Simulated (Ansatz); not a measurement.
La₆, relaxed as a singlet with RKS r2SCAN-D4/def2-SVP in Ansatz, starting from packed atoms. Force threshold 0.02 eV/Å.

In the def2 sets La takes a core potential; there is no spin–orbit coupling. The restricted singlet is unstable towards broken spin symmetry at other levels; at r2SCAN-D4/def2-SVP this wasn't settled. The relaxation made no stability test and no search for a lower SCF solution. At r2SCAN-D4/def2-SVP a triplet of charge 0 lies 0.69 eV below the restricted singlet, each at its own geometry. The structure comes from a short search, and lower isomers may exist.

Start:

Cartesian coordinates in Å:
```
La -1.650 -3.067 -1.623
La 0.271 3.002 0.995
La 0.308 -2.057 1.732
La -3.281 1.283 -0.201
La 0.755 0.205 -1.987
La 3.598 0.635 1.084
```

```tsv
step	energy (eV)	largest force component (eV/Å)	SCF passes
1	-5148.4156	1.752	112
2	-5149.9643	1.847	169
3	-5151.2547	1.431	80
4	-5152.1925	1.059	76
5	-5152.7914	0.787	62
6	-5153.1009	0.403	58
7	-5153.1489	0.310	55
8 (rejected)	-5153.1158	0.531	61
9	-5153.2108	0.103	52
10	-5153.2400	0.147	51
11	-5153.2786	0.146	49
12 (rejected)	-5153.2745	0.230	52
13	-5153.2998	0.119	48
14	-5153.3026	0.062	38
15	-5153.3051	0.034	41
16 (rejected)	-5153.2983	0.150	41
17 (rejected)	-5153.3033	0.061	42
18	-5153.3055	0.015	36
```

Force components are those of the run's own axes.

End:

```xyz
6

La   -1.531   -2.407   -1.693
La    0.193    2.323    1.029
La   -0.074   -1.135    1.691
La   -2.459    0.626   -0.232
La    0.660   -0.035   -1.346
La    3.211    0.627    0.551
```

Bonds formed: La3–La4 (atoms count from 1). Metal–metal contacts that move far: La2–La3 5.11 to 3.53 Å, La1–La4 4.86 to 3.49 Å.

No frequencies were taken in this run, so the end may be a saddle point.

Run time 4.6 min (4 threads of Intel Xeon Platinum 8259CL on a shared host), peak host memory 0.61 GiB.
